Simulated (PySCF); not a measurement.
Compound: C4H2N4.
Atom-mapped SMILES: `[N:1]#[C:2][c:3]1[cH:4][n:5][n:6][n:7][cH:8]1` (hydrogens: H9 on C4; H10 on C8)

The closed-shell ground state was solved at several levels (PySCF, density fitting, gas phase, non-relativistic). Geometry: GFN2-xTB; no solvent, vibrations or thermal averaging.

```
            level  basis functions  total energy (Eh)  HOMO (eV)  LUMO (eV)  gap (eV)  dipole (D)
wB97X-D/def2-SVPD              176          -372.1240      -9.83      -1.57      8.26        1.12
      B3LYP/pcJ-1              236          -372.5297      -7.63      -3.46      4.17        1.21
```

Problem. What might PBE0/pcSseg-1 (146 basis functions) give for the same quantities?

Solution. Total energy -372.0579 Eh, HOMO -7.97 eV, LUMO -3.30 eV, gap 4.67 eV, dipole 1.23 D.

Problem. Over all these levels, which gives the widest orbital gap and which the narrowest?

Solution. wB97X-D/def2-SVPD (range-separated hybrid) has the widest, 8.26 eV, and B3LYP/pcJ-1 (global hybrid, 20 % exact exchange) the narrowest, 4.17 eV. Functional and basis both differ between the two, so the spread mixes both effects.

Problem. How far do the dipole and the HOMO energy spread over the levels?

Solution. The dipole runs from 1.12 to 1.23 D (mean 1.19 D) and the HOMO from -9.83 to -7.63 eV.

Note: wB97X-D ran without an empirical dispersion term, which enters the total energy and its gradient alone.
